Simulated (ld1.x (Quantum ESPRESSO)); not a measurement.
Ag (Z = 47), TM: configuration errors across variants

ld1.x (Quantum ESPRESSO) 7.5 input, shortened:

```
&input
   title='Ag', zed=47., rel=1, dft='PZ', iswitch=3,
   config='[Kr] 4d9 5s0 5p0'
 /
 &inputp
   pseudotype=2, tm=.true., lloc=0,
   nlcc=.false.
 /
3
4P  2  1   6.00   0.00  1.70  1.70  0.0
4D  3  2   9.00   0.00  1.85  1.85  0.0
4S  1  0   2.00   0.00  1.25  1.25  0.0
 &test
   configts(1)='4s2 4p6 4d9 5s0 5p0'
 /
```

All-electron excitation energies from the reference (eV): (1) 4s2 4p6 4d10 5s1 5p0 -30.485; (2) 4s2 4p6 4d10 5s0 5p0 -22.383; (3) 4s2 4p6 4d8 5s0 5p0 36.434; (4) 4s2 4p6 4d9 5s1 5p1 -21.914; (5) 4s2 4p6 4d10 5s0 5p1 -26.464; (6) 4s2 4p6 4d9 5s2 5p0 -26.525; (7) 4s2 4p5 4d10 5s1 5p0 34.866; (8) 4s2 4p6 4d9 5s0 5p0 spin -0.161; (9) 4s2 4p6 4d10 5s1 5p0 spin -30.634.

Spin tests fill each open shell by Hund’s rule, majority spin first.

Errors AE − PS in meV (a dash: test not solved or not reliable):

```tsv
change	(1)	(2)	(3)	(4)	(5)	(6)	(7)	(8)	(9)	bound ghosts
base	+502	+8.5	+12	+869	+135	+1235	+749	+15	+500	none
core correction a·sin(br)/r model core inside 0.54 bohr	+501	+8.3	+11	+866	+135	+1229	+744	+8.6	+498	none
core correction a·sin(br)/r model core inside 0.60 bohr	+501	+8.2	+11	+867	+135	+1230	+744	+8.7	+498	none
core correction a·sin(br)/r model core inside 0.86 bohr	+502	+8.4	+11	+868	+135	+1232	+747	+12	+499	none
core correction a·sin(br)/r model core inside 1.02 bohr	+502	+8.5	+11	+869	+135	+1234	+748	+14	+500	none
core correction a·sin(br)/r model core inside 1.10 bohr	+502	+8.4	+11	+869	+135	+1234	+748	+14	+500	none
core correction a·sin(br)/r model core inside 1.26 bohr	+502	+8.5	+11	+869	+135	+1235	+749	+15	+500	none
core correction a·sin(br)/r model core inside 1.36 bohr	+502	+8.5	+11	+869	+135	+1235	+749	+15	+500	none
core correction a·sin(br)/r model core inside 1.50 bohr	+502	+8.5	+11	+869	+135	+1235	+749	+15	+500	none
```

(1) Give the same row for: core correction a·sin(br)/r model core inside 0.76 bohr.

Answers

(1) +502, +8.4, +11, +867, +135, +1231, +746, +10, +499; bound ghosts: none.
